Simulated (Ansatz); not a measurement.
`C[N]([GeH3])[SiH2][SiH3]`. Charge 0, multiplicity 1. Geometry: relaxed with PBE0-D4/def2-TZVP. It is one conformer, not always the lowest.

```xyz
16

C    -0.893    2.049    0.192
N    -0.261    0.763   -0.077
Ge    1.158    0.804   -1.246
Si   -0.645   -0.546    0.976
Si    0.259   -2.586    0.263
H    -1.032    2.619   -0.733
H    -0.316    2.672    0.887
H    -1.887    1.903    0.627
H     1.566   -0.645   -1.546
H     2.351    1.579   -0.645
H     0.684    1.531   -2.518
H    -0.187   -0.315    2.383
H    -2.132   -0.669    1.055
H     1.742   -2.612    0.382
H    -0.296   -3.650    1.145
H    -0.110   -2.897   -1.144
```

Question: What is the dipole moment at ωB97M-V/def2-TZVPP? (Best estimate.)

Answer: Ansatz gave: 1.22 D, with components (0.12, 1.13, -0.44) D in this frame, pointing from negative to positive charge.

Question: And with PBE, r2SCAN, B3LYP? (An estimate is asked.)

Answer: Computed: PBE 1.18 D, r2SCAN 1.20 D, B3LYP 1.19 D.

Question: Give the Mulliken charges with ωB97M-V, PBE, r2SCAN in def2-TZVPP. (Estimate.)

Answer: Computed: 
```tsv
atom	ωB97M-V	PBE	r2SCAN
C1	-0.27	-0.21	-0.08
N2	-0.37	-0.25	-0.37
Ge3	0.11	0.15	0.19
Si4	0.22	0.24	0.32
Si5	0.02	0.08	0.14
H6	0.12	0.09	0.06
H7	0.13	0.10	0.07
H8	0.11	0.09	0.06
H9	0.04	0.01	0.01
H10	0.01	-0.02	-0.02
H11	0.01	-0.01	-0.02
H12	-0.05	-0.08	-0.09
H13	-0.04	-0.07	-0.09
H14	-0.01	-0.04	-0.06
H15	-0.02	-0.05	-0.06
H16	-0.01	-0.04	-0.06
```

B3LYP here is the variant with VWN-RPA as its local correlation; programs differ in this.
